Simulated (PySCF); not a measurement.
CH₄BFO.
Atom-mapped SMILES: `[CH3:1][O:2][BH:3][F:4]`

Level of theory: delta-SCF UKS SCAN, pcX-2 on the ionised atom, pcseg-1 elsewhere, spin-free X2C (PySCF). Binding energies are ΔSCF values: E(core-ionised, relaxed orbitals) − E(ground state) at a fixed geometry, referred to the vacuum level.

Some binding energies are withheld.

| atom(s) | bonded to | level | binding energy (eV) |
| --- | --- | --- | --- |
| B3 | F, O and H | B 1s | 198.43 |
| C1 | O and 3 H | C 1s | ? |
| O2 | C and B | O 1s | ? |
| F4 | B | F 1s | 693.20 |

Q: Fill in C 1s for C1.

A: 292.86 eV (methoxy carbon).

Q: What is the O 1s binding energy of O2 (atom 2)?

A: 539.35 eV (boron-bound oxygen).

Q: Which effective nuclear charge Zeff reproduces each element's mean 1s value in the hydrogen-like formula E = 13.606 eV × Zeff²?

A: B (Z = 5): mean 198.4 eV, Zeff = 3.82, Z − Zeff = 1.18; C (Z = 6): mean 292.9 eV, Zeff = 4.64, Z − Zeff = 1.36; O (Z = 8): mean 539.4 eV, Zeff = 6.30, Z − Zeff = 1.70; F (Z = 9): mean 693.2 eV, Zeff = 7.14, Z − Zeff = 1.86. Means run over the listed sites, weighted by atom count.

Isolated species at its PBE0-D3(BJ)/def2-SVP geometry (one conformer only).

Conformer computed: `[CH3:1][O:2][BH:3][F:4]`: C1–O2–B3–F4 1°.
